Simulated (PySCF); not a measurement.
## Ionisation energy of Yb⁶⁶⁺ by level of theory

Yb⁶⁶⁺ [He] 2s2 → Yb⁶⁷⁺ [He] 2s1 [2s1/2^1, M_J = 1/2], as a difference of total energies. Computed with PySCF 2.14 in an even-tempered Gaussian basis (16 s from 51 bohr⁻², ratio 2.4; 13 p from 66 bohr⁻², ratio 2.4; 5 d from 210 bohr⁻², ratio 2.6; 4 f from 310 bohr⁻², ratio 2.6), with the two-component X2C-1e Hamiltonian. Correlated levels: nothing frozen; the 28 highest virtual spinors dropped. "Screened" scales the spin-orbit matrix elements by Boettger's factors to mimic the two-electron term; Breit and QED terms are absent.

```
                    method  ionisation energy (eV)
          GMP2 (spin-free)                 17078.2
 GHF (screened spin-orbit)                 17073.3
GMP2 (screened spin-orbit)                 17079.8
```

How much does correlation contribute at GMP2 (screened spin-orbit)?

17079.8 − (17073.3) = 6.5 eV, measured against GHF (screened spin-orbit).

For this ion Breit and QED terms and the two-electron picture change, all absent here, outweigh the correlation shift from GHF to GMP2.

For comparison: 17050 ± 40 eV (theoretical estimate listed by NIST; NIST Atomic Spectra Database, ionization energies).
